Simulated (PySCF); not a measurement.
CF3, SMILES F[C](F)F (connectivity only; charge and spin as stated), charge +1, multiplicity 1. Atoms are numbered in the order given.

```xyz
4

F     -1.2383     0.0000     0.0000
C      0.0000     0.0000     0.0000
F      0.6192    -1.0724     0.0000
F      0.6192     1.0724     0.0000
```
Charge +1, spin multiplicity 1.

Geometry optimised at TPSSh-D3(BJ)/def2-TZVP. The multiplicity is an assumed one; other spin states were not compared. The isomer is the one that the SMILES or the coordinates give; other isomers of the formula were not compared.

Computed with TDDFT-LC-ωPBE/def2-SVPD (PySCF).

Vertical excitations; the highest root listed may be one member of a degenerate set.  State labels are in the subgroup C2v.

Computed excitation energies, oscillator strengths and character:
```json
[
 {"state": "S1", "symmetry": "A2", "energy (eV)": "8.56", "λ (nm)": "145", "f": "0.000", "main pairs": "HOMO→LUMO 100 %"},
 {"state": "S2", "symmetry": "A2", "energy (eV)": "10.03", "λ (nm)": "124", "f": "0.000", "main pairs": "HOMO−4→LUMO (degenerate set)"},
 {"state": "S3", "symmetry": "B2", "energy (eV)": "10.03", "λ (nm)": "124", "f": "0.000", "main pairs": "HOMO−3→LUMO (degenerate set)"},
 {"state": "S4", "symmetry": "B1", "energy (eV)": "11.06", "λ (nm)": "112", "f": "0.137", "main pairs": "HOMO−1→LUMO (degenerate set)"},
 {"state": "S5", "symmetry": "A1", "energy (eV)": "11.06", "λ (nm)": "112", "f": "0.137", "main pairs": "HOMO−2→LUMO (degenerate set)"},
 {"state": "S6", "symmetry": "B1", "energy (eV)": "13.36", "λ (nm)": "93", "f": "0.000", "main pairs": "HOMO→LUMO+1 91 %"},
 {"state": "S7", "symmetry": "A2", "energy (eV)": "14.30", "λ (nm)": "87", "f": "0.000", "main pairs": "HOMO−1→LUMO+1 (degenerate set)"},
 {"state": "S8", "symmetry": "B2", "energy (eV)": "14.30", "λ (nm)": "87", "f": "0.000", "main pairs": "HOMO−2→LUMO+1 (degenerate set)"},
 {"state": "S9", "symmetry": "A2", "energy (eV)": "14.44", "λ (nm)": "86", "f": "0.000", "main pairs": "HOMO−6→LUMO (degenerate set)"},
 {"state": "S10", "symmetry": "B2", "energy (eV)": "14.44", "λ (nm)": "86", "f": "0.000", "main pairs": "HOMO−7→LUMO (degenerate set)"},
 {"state": "T1", "symmetry": "A2", "energy (eV)": "8.21", "λ (nm)": "151", "f": "0", "main pairs": "HOMO→LUMO 100 %"},
 {"state": "T2", "symmetry": "A1", "energy (eV)": "8.90", "λ (nm)": "139", "f": "0", "main pairs": "HOMO−2→LUMO (degenerate set)"},
 {"state": "T3", "symmetry": "B1", "energy (eV)": "8.90", "λ (nm)": "139", "f": "0", "main pairs": "HOMO−1→LUMO (degenerate set)"},
 {"state": "T4", "symmetry": "B2", "energy (eV)": "9.68", "λ (nm)": "128", "f": "0", "main pairs": "HOMO−3→LUMO 100 %"}
]
```
Triplets are in the Tamm–Dancoff approximation, which puts them higher than full response would, so one can lie above its singlet here.
